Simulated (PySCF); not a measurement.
Species: `C#C[Si@H](O)OC`. The columns A, B, C and D hold Mulliken, IAO, Hirshfeld and ESP-fitted charges (e) of one PBE0/pcSseg-1 density (PySCF), in a shuffled order. Coordinates in Å (GFN2-xTB); the density's dipole moment is (-0.93, 1.59, -0.92) D.

```csv
atom,x,y,z,A,B,C,D
C1,2.265,1.202,-0.959,-0.182,-0.181,-0.081,-0.305
C2,1.575,0.397,-0.392,-0.372,-0.205,-0.161,-0.242
Si3,0.462,-0.808,0.488,+1.356,+1.068,+0.479,+0.939
O4,0.729,-2.340,0.043,-0.788,-0.539,-0.307,-0.716
O5,-1.086,-0.514,0.072,-0.645,-0.636,-0.231,-0.444
C6,-1.797,0.676,0.210,-0.196,-0.008,-0.033,-0.131
H7,2.879,1.897,-1.456,+0.203,+0.066,+0.098,+0.295
H8,0.707,-0.761,1.924,-0.167,-0.139,-0.078,-0.135
H9,0.247,-2.718,-0.689,+0.373,+0.252,+0.183,+0.440
H10,-2.759,0.554,-0.289,+0.154,+0.118,+0.050,+0.122
H11,-1.965,0.904,1.266,+0.131,+0.101,+0.043,+0.087
H12,-1.256,1.510,-0.244,+0.133,+0.104,+0.038,+0.089
```

Question: Which column most likely holds the ESP-fitted charges?

Answer: D. Σ q r misses the density's dipole by 0.08 D (D), 1.21 D (C), 1.48 D (A), 2.35 D (B). Charges fitted to the outside potential are the only set here that is tied to the molecule's multipoles.

Question: And the Hirshfeld charges?

Answer: C. The mean sizes are 0.149 e (C), 0.285 e (B), 0.329 e (D), 0.392 e (A), and Hirshfeld charges are commonly the smallest of these schemes.

As computed, A = IAO, B = Mulliken, C = Hirshfeld, D = ESP-fitted. Hydrogens on carbon: IAO +0.13 to +0.20, Mulliken +0.07 to +0.12, Hirshfeld +0.04 to +0.10, ESP-fitted +0.09 to +0.30 e.

The Hirshfeld scheme divides the density at each point in proportion to the densities of the neutral, spherically averaged free atoms. The IAO scheme counts the electrons in orthogonalised intrinsic atomic orbitals, a minimal basis polarised so that it spans the occupied orbitals exactly.

Geometry: GFN2-xTB, one conformer, isolated molecule.

Shape of the structure used: `[CH:1]#[C:2][Si@H:3]([OH:4])[O:5][CH3:6]`: C2–Si3–O5–C6 -57°, H–O4–Si3–C2 -90°.
